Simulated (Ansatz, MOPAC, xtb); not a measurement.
The molecule GeH, multiplicity 2 (the spin of the measured ground state). No spin–orbit coupling. Ge is treated without relativity.

Constants: fifth-degree fit in 1/R to seven points, most abundant isotopes. Runs in def2 and cc sets follow the lowest solution found near the PBE0 minimum.

Programs: Ansatz (Gaussian orbitals); MOPAC for PM6, PM7 (differences of heats of formation); xtb for the GFN methods. Values without a source in brackets are computed. The GFN methods have no spin term and hold the electronic entropy of 300 K.

```json
[
 {"level": "PM6", "r_e (Å)": "1.537", "ω_e (cm⁻¹)": "2188", "ω_e x_e (cm⁻¹)": "22", "B_e (cm⁻¹)": "7.18", "D_e (eV)": "-", "dipole (D)": "-"},
 {"level": "PM7", "r_e (Å)": "1.557", "ω_e (cm⁻¹)": "1808", "ω_e x_e (cm⁻¹)": "11", "B_e (cm⁻¹)": "7.00", "D_e (eV)": "-", "dipole (D)": "-"},
 {"level": "GFN1-xTB", "r_e (Å)": "1.536", "ω_e (cm⁻¹)": "1985", "ω_e x_e (cm⁻¹)": "3.1", "B_e (cm⁻¹)": "7.19", "D_e (eV)": "-", "dipole (D)": "-"},
 {"level": "GFN2-xTB", "r_e (Å)": "1.634", "ω_e (cm⁻¹)": "1497", "ω_e x_e (cm⁻¹)": "5.9", "B_e (cm⁻¹)": "6.35", "D_e (eV)": "-", "dipole (D)": "-"},
 {"level": "SVWN5/def2-TZVPP", "r_e (Å)": "1.608", "ω_e (cm⁻¹)": "1848", "ω_e x_e (cm⁻¹)": "29", "B_e (cm⁻¹)": "6.56", "D_e (eV)": "3.34", "dipole (D)": "0.15"},
 {"level": "PBE/def2-TZVPP", "r_e (Å)": "1.618", "ω_e (cm⁻¹)": "1823", "ω_e x_e (cm⁻¹)": "29", "B_e (cm⁻¹)": "6.48", "D_e (eV)": "2.92", "dipole (D)": "0.22"},
 {"level": "r2SCAN/def2-TZVPP", "r_e (Å)": "1.597", "ω_e (cm⁻¹)": "1898", "ω_e x_e (cm⁻¹)": "29", "B_e (cm⁻¹)": "6.65", "D_e (eV)": "2.95", "dipole (D)": "0.10"},
 {"level": "B97M-V/def2-TZVPP", "r_e (Å)": "1.608", "ω_e (cm⁻¹)": "1832", "ω_e x_e (cm⁻¹)": "28", "B_e (cm⁻¹)": "6.56", "D_e (eV)": "3.08", "dipole (D)": "0.28"},
 {"level": "B3LYP/def2-TZVPP", "r_e (Å)": "1.606", "ω_e (cm⁻¹)": "1867", "ω_e x_e (cm⁻¹)": "30", "B_e (cm⁻¹)": "6.58", "D_e (eV)": "3.02", "dipole (D)": "0.24"},
 {"level": "PBE0/def2-TZVPP", "r_e (Å)": "1.602", "ω_e (cm⁻¹)": "1899", "ω_e x_e (cm⁻¹)": "29", "B_e (cm⁻¹)": "6.61", "D_e (eV)": "2.88", "dipole (D)": "0.12"},
 {"level": "BHLYP/def2-TZVPP", "r_e (Å)": "1.591", "ω_e (cm⁻¹)": "1946", "ω_e x_e (cm⁻¹)": "29", "B_e (cm⁻¹)": "6.70", "D_e (eV)": "2.95", "dipole (D)": "0.13"},
 {"level": "CAM-B3LYP/def2-TZVPP", "r_e (Å)": "1.594", "ω_e (cm⁻¹)": "1920", "ω_e x_e (cm⁻¹)": "29", "B_e (cm⁻¹)": "6.67", "D_e (eV)": "3.01", "dipole (D)": "0.16"},
 {"level": "wB97X-V/def2-TZVPP", "r_e (Å)": "1.593", "ω_e (cm⁻¹)": "1942", "ω_e x_e (cm⁻¹)": "27", "B_e (cm⁻¹)": "6.68", "D_e (eV)": "3.03", "dipole (D)": "0.07"},
 {"level": "wB97M-V/def2-TZVPP", "r_e (Å)": "1.593", "ω_e (cm⁻¹)": "1926", "ω_e x_e (cm⁻¹)": "28", "B_e (cm⁻¹)": "6.68", "D_e (eV)": "2.97", "dipole (D)": "0.16"},
 {"level": "B2PLYP/def2-TZVPP", "r_e (Å)": "1.594", "ω_e (cm⁻¹)": "1914", "ω_e x_e (cm⁻¹)": "29", "B_e (cm⁻¹)": "6.67", "D_e (eV)": "2.94", "dipole (D)": "-"},
 {"level": "CCSD/def2-TZVPP", "r_e (Å)": "1.590", "ω_e (cm⁻¹)": "1921", "ω_e x_e (cm⁻¹)": "30", "B_e (cm⁻¹)": "6.71", "D_e (eV)": "2.89", "dipole (D)": "-"},
 {"level": "CCSD/def2-QZVPP", "r_e (Å)": "1.583", "ω_e (cm⁻¹)": "1931", "ω_e x_e (cm⁻¹)": "29", "B_e (cm⁻¹)": "6.77", "D_e (eV)": "2.94", "dipole (D)": "-"},
 {"level": "CCSD(T)/def2-TZVPP", "r_e (Å)": "1.592", "ω_e (cm⁻¹)": "1908", "ω_e x_e (cm⁻¹)": "31", "B_e (cm⁻¹)": "6.69", "D_e (eV)": "2.91", "dipole (D)": "-"},
 {"level": "CCSD(T)/def2-QZVPP", "r_e (Å)": "1.585", "ω_e (cm⁻¹)": "1915", "ω_e x_e (cm⁻¹)": "30", "B_e (cm⁻¹)": "6.75", "D_e (eV)": "2.97", "dipole (D)": "-"},
 {"level": "CCSD(T)/CBS(def2-TZVPP, def2-QZVPP)", "r_e (Å)": "1.582", "ω_e (cm⁻¹)": "1917", "ω_e x_e (cm⁻¹)": "29", "B_e (cm⁻¹)": "6.77", "D_e (eV)": "-", "dipole (D)": "-"}
]
```

D_e counts from each atom's lowest state at the same level, without counterpoise or zero-point energy.

Correlated levels freeze the inner cores; with def2 sets outer-core shells near the valence are correlated too. CBS(a, b) extrapolates the correlation energy as X⁻³ and adds the Hartree–Fock energy of set b. The state reached by PM6, PM7 isn't checked; PM7 holds dispersion and hydrogen-bond terms.

Measured for the ground state: r_e 1.588 Å, B_e 6.7259 cm-1, α_e 0.1916 cm-1 [Huber and Herzberg (1979), NIST Chemistry WebBook]. D_0 2.689 ± 0.05 eV (a handbook's tabulated 298 K bond energy less 3RT/2; such tables hold older values) [Luo, bond dissociation energies, CRC Handbook].

Ansatz is a quantum-chemistry and plane-wave program.
